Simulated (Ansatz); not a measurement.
Start from `Br[SiH]1CCO1` and change one atom or group to get `C[SiH]1CCO1`.

Ansatz, PBE0-D4/def2-TZVP geometries, multiplicity 1. 

Scalar relativity is left out up to krypton.

```tsv
property	`Br[SiH]1CCO1`
LUMO energy (ωB97M-V/def2-TZVPP) / eV	1.69
HOMO–LUMO gap (B3LYP/def2-TZVPP) / eV	7.73
LUMO energy (B3LYP/def2-TZVPP) / eV	-0.25
HOMO energy (PBE0/def2-TZVPP) / eV	-8.21
LUMO energy (PBE0/def2-TZVPP) / eV	-0.05
HOMO–LUMO gap (ωB97M-V/def2-TZVPP) / eV	12.09
```

(1) What does the change do to each property? (An estimate is asked.)

## Answers

(1) Computed: 
```json
{"property": "LUMO energy (ωB97M-V/def2-TZVPP) / eV", "`C[SiH]1CCO1`": "2.16", "shift": "0.47"}
{"property": "HOMO–LUMO gap (B3LYP/def2-TZVPP) / eV", "`C[SiH]1CCO1`": "7.71", "shift": "-0.02"}
{"property": "LUMO energy (B3LYP/def2-TZVPP) / eV", "`C[SiH]1CCO1`": "0.28", "shift": "0.53"}
{"property": "HOMO energy (PBE0/def2-TZVPP) / eV", "`C[SiH]1CCO1`": "-7.65", "shift": "0.56"}
{"property": "LUMO energy (PBE0/def2-TZVPP) / eV", "`C[SiH]1CCO1`": "0.51", "shift": "0.56"}
{"property": "HOMO–LUMO gap (ωB97M-V/def2-TZVPP) / eV", "`C[SiH]1CCO1`": "12.17", "shift": "0.08"}
```

B3LYP here is the variant with VWN-RPA as its local correlation; programs differ in this.

Spin–orbit coupling is left out; it splits and shifts lone-pair levels of the heavy atoms by tenths of an eV.
